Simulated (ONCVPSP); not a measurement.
Hg (Z = 80), ONCV: configuration errors across variants

* Element: mercury
* Generator: ONCVPSP 4.0.1
* Type: optimised norm-conserving Vanderbilt (ONCV)
* Functional: PBE
* Relativity: scalar-relativistic
* Frozen core: [Kr] 4d10 4f14 5s2
* Valence charge: 18
* Reference configuration: 5p6 5d10 6s2
* Partial waves: 6s: rc 2.20 bohr, ncon 4, nbas 7, qcut 2.9 1/bohr, 3 projectors, debl 0.4 Ha; 5p: rc 1.20 bohr, ncon 5, nbas 8, qcut 8.2 1/bohr, 3 projectors, debl 1.9 Ha; 5d: rc 1.25 bohr, ncon 4, nbas 8, qcut 8.3 1/bohr, 2 projectors, debl 0.6 Ha
* Local potential: polynomial inside 0.95 bohr (lpopt 3, dvloc0 4 Ha)
* Core correction: Teter function, fcfact 6, rcfact 1.35

In the p channel the program set the typed energies aside and used -2.444, 0.250, 2.150 Ha.

All-electron excitation energies from the reference (eV): (1) 5p6 5d10 6s1 10.688; (2) 5p6 5d10 6s0 29.663; (3) 5p6 5d9 6s0 65.190; (4) 5p6 5d10 6s1.5 4.356.

A true bound ghost makes a file unfit for plane-wave use even where its test errors are small: the radial tests pick states by their node count and pass the ghost by.

Errors AE − PS in meV (a dash: test not solved or not reliable):

```csv
change,(1),(2),(3),(4),bound ghosts,GHOST(+) flags above zero
base,-12,-49,-1.8,-3.4,s,"s, p"
s: debl 0.3,-12,-49,-1.8,-3.4,s,"s, p"
s: debl 0.6,-12,-49,-1.8,-3.4,s,p
s: debl 1,-12,-49,-1.8,-3.4,s,"s, p"
s: debl 1.35,-12,-49,-1.8,-3.4,s,"s, p"
s: debl 2.3,-12,-49,-1.8,-3.4,s,"s, p"
s: debl 3.05,–,–,–,–,s,p
```

Q: Give the same row for: s: debl 5.4.

A: -12, -49, -1.5, -3.3; bound ghosts: none; GHOST(+) flags above zero: s, p.
